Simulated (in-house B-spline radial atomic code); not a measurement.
Settings and results of a run for Si⁺. Level of theory: non-relativistic PBE, spin-polarised, spherical fractional occupations, point nucleus, inside a hard spherical wall at 1.63 bohr; calculated with an all-electron radial atomic-structure program (B-spline basis).

Command:
```bash
python run_scf.py task.json out
```
Settings:
```
Z                14
configuration    [Ne] 3s1 3p2
hamiltonian      nr
method           pbe,pbe
spin_polarised   True
wall_radius      1.63
```

Output (hartree, bohr):
```
 radial grid: 34 intervals, B-splines of order 8, outer radius 1.63 bohr

 iter        energy (Eh)    residual
    1        -278.162017    1.91e-01
    2        -278.257273    9.68e-03
    3        -278.257472    4.61e-03
    4        -278.257517    2.19e-03
    5        -278.257530    1.20e-04
    6        -278.257530    7.35e-06
    7        -278.257530    2.14e-06
    8        -278.257530    1.61e-08

 total energy                      -278.25753
 kinetic                             315.5639
 electron-nucleus                   -719.5975
 Hartree                             148.3190
 exchange-correlation                -22.5429

 orbital      occ     eigenvalue          <r>       <r^2>       <1/r>       <r^4>     <1/r^3>       r_max
 1s up      1.000       -63.4989     0.111857    0.016846     13.5529 0.000735212           -     0.07302
 1s down    1.000       -63.3917      0.11178   0.0168199      13.559 0.000732768           -     0.07301
 2s up      1.000        -3.8265     0.578393    0.395075     2.50722    0.265726           -      0.4634
 2s down    1.000        -3.7260     0.576567     0.39159     2.50485     0.25934           -      0.4662
 2p up      3.000        -2.1851      0.54564    0.366343     2.39708    0.256029     44.7117      0.3991
 2p down    3.000        -2.0596     0.544502    0.363643     2.39403    0.250318     44.3875      0.4037
 3s up      1.000         3.2403     0.957234     1.04932     1.66018     1.46745           -       1.125
 3p up      2.000         3.6783     0.921643    0.998863     1.62117     1.38344     31.0186       1.115
```

Time taken, with all properties: 0.02 s on 1 thread of Arm Neoverse V2 (shared host).
